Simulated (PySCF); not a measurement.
The isolated species BCl2(OiPr) (`CC(C)OB(Cl)Cl`) is ionised with synchrotron light (hν = 1200.0 eV). Calculated photoelectron kinetic energies of its computed core levels, recoil neglected:

```tsv
line	kinetic energy (eV)
1	1001.16
2	993.60
3	991.94
4	908.93
5	907.23
6	660.89
```

The calculation used PySCF 2.14.0, delta-SCF UKS SCAN, pcX-2 on the ionised atom, pcseg-1 elsewhere, spin-free X2C.

Q: Convert to binding energies and name the level and atom behind each line. Bonds: B1–Cl2, B1–Cl3, B1–O4, O4–C5, C5–C6, C5–C7. Hydrogens: H8 on C5; H9, H10, H11 on C6; H12, H13, H14 on C7.

A: Against the vacuum level, binding energy = hν − kinetic energy.

```tsv
line	binding energy (eV)	level	atoms	environment
1	198.84	B 1s	B1	boron bonded to 2 Cl and O
2	206.40	Cl 2p3/2	Cl2/Cl3	chlorine bonded to B
3	208.06	Cl 2p1/2	Cl2/Cl3	chlorine bonded to B
4	291.07	C 1s	C6/C7	carbon bonded to C and 3 H
5	292.77	C 1s	C5	carbon bonded to 2 C, O and H
6	539.11	O 1s	O4	oxygen bonded to B and C
```

Out of reach at this photon energy: Cl 1s (2829.0 eV).

Q: Where does line 5 move with hν = 1486.6 eV?

A: To 1486.6 − 292.77 = 1193.83 eV; every photoline shifts by the change in photon energy, +286.6 eV.

Lowest listed C 1s: C6/C7, bonded to C and 3 H. Highest, 1.70 eV above it: C5, bonded to O, 2 C and H.

Q: Which photon energy gives electrons from Cl 2p3/2 of Cl2/Cl3 a kinetic energy of 50 eV, and what is their de Broglie wavelength?

A: hν = 206.40 + 50 = 256.40 eV, recoil neglected; λ = 12.264 Å/√(E/eV) = 1.73 Å.

Other core shells, valence and Auger electrons aren't listed. Topologically equivalent atoms share the value of their first member; where this conformer doesn't relate them by symmetry, their own values could differ. The 2p values add to the ΔSCF energy of one spin-free hole a correction within the shell (spin–orbit coupling, ligand field). 2p1/2 minus 2p3/2 (ligand field included): Cl 1.65 eV. One conformer (not necessarily the lowest) at the PBE0-D3(BJ)/def2-SVP geometry, without solvent, vibrations or thermal averaging.

Hardware: Intel Xeon 6975P-C, one thread, shared host with 192 logical CPUs at a one-minute load of 77. Cost: 42 s of wall time, 0.65 GiB resident at most.
